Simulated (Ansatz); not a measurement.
Isolated molecules relaxed with PBE0-D4/def2-TZVP in Ansatz; ΔE leaves out vibrations. CBS: MP2 limit from def2 TZ/QZ plus the TZ coupled-cluster correction, frozen cores. This one scheme is used for every species. Functionals use def2-TZVPP. B3LYP here is the variant with VWN-RPA as its local correlation; programs differ in this. Elements past krypton have def2 core potentials. For Sn outer-core shells are correlated without core-valence functions, which leaves a few kJ/mol of doubt a bond. One conformer a species, not always the lowest.

Consider the ligand exchange at the Sn–C bond: `F[CH2][SnH2][Cl]` + `O[SiH3]` → `[SiH3][O][SnH2][Cl]` + `CF`.

```csv
level,ΔE (kJ/mol),difference from CCSD(T)/CBS
PBE-D4,-65.3,14.5
PBE0-D4,-69.7,10.1
B3LYP-D4,-77.5,2.3
ωB97M-V,-73.7,6.1
B2PLYP,-78.1,1.7
PBE,-62.5,17.3
r2SCAN,-74.5,5.3
PBE0,-67.0,12.8
HF/def2-TZVPP,-92.9,-13.1
MP2/def2-TZVPP,-79.1,0.7
SCS-MP2/def2-TZVPP,-82.9,-3.1
CCSD(T)/def2-TZVPP,-77.5,2.3
HF/def2-QZVPP,-95.6,-15.8
MP2/def2-QZVPP,-81.4,-1.6
MP2/CBS(def2),-81.4,-1.6
CCSD/CBS(def2),-80.5,-0.7
CCSD(T)/CBS,-79.8,0
```

Largest T1 diagnostic among the species: 0.013.

In def2-TZVPP, CCSD(T) changes the Hartree–Fock value by +15.4 kJ/mol (the triples alone add +0.8 kJ/mol) and MP2 by +13.7 kJ/mol. From PBE to PBE0 (25 % exact exchange), in def2-TZVPP and without D4, ΔE moves by −4.5 kJ/mol. The D4 term adds −4.5 kJ/mol with B3LYP and −2.6 kJ/mol with PBE0; it sums over pairs of atoms, weighted by their polarisabilities, and B3LYP, whose exchange is more repulsive, gets the larger term.
